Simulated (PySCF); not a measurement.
C4H4BrCl, SMILES C(=C=CBr)CCl. Heavy atoms are numbered as in [Cl:1][CH2:2][CH:3]=[C:4]=[CH:5][Br:6]. Hydrogens are named by the atom that carries them.

Geometry optimised at PBE0-D3(BJ)/def2-SVP. The structure was generated by enumeration; whether it is a known compound was not checked. One conformer was computed; it need not be the lowest.

Level of theory: PySCF with PBE/def2-TZVP.

ESP charges are fitted to the potential on shells at 1.4 to 2.0 van der Waals radii. Atomic charges (e), one atom of each kind:

| atom | ESP fit | meta-Löwdin | Mulliken | Löwdin |
|---|---|---|---|---|
| Cl1 | … | -0.11 | -0.14 | 0.27 |
| C2 (CH2) | -0.24 | -0.17 | -0.10 | -0.47 |
| C3 (CH) | … | -0.13 | -0.15 | -0.19 |
| C4 | 0.04 | 0.01 | 0.02 | -0.09 |
| C5 (CH) | … | -0.19 | -0.18 | -0.43 |
| Br6 | … | 0.00 | -0.03 | 0.32 |
| H on C2 | 0.19 | 0.15 | 0.15 | 0.14 |
| H on C3 | 0.15 | 0.15 | 0.14 | 0.16 |
| H on C5 | 0.24 | 0.16 | 0.16 | 0.15 |

Fill in the missing entries. (The exact figures need the calculation; the answer reports its results.)


- Cl1, ESP fit: -0.13
- C3 (CH), ESP fit: -0.07
- C5 (CH), ESP fit: -0.31
- Br6, ESP fit: -0.03

Give the Mayer and Wiberg (Löwdin basis) orders of the bonds. (An estimate is asked for; the answer gives what the named calculation found.)


| bond | Mayer | Wiberg |
|---|---|---|
| Cl1–C2 | 1.05 | 1.60 |
| C2–C3 | 0.98 | 1.28 |
| C3–C4 | 1.89 | 1.99 |
| C4–C5 | 1.92 | 2.11 |
| C5–Br6 | 1.11 | 1.62 |
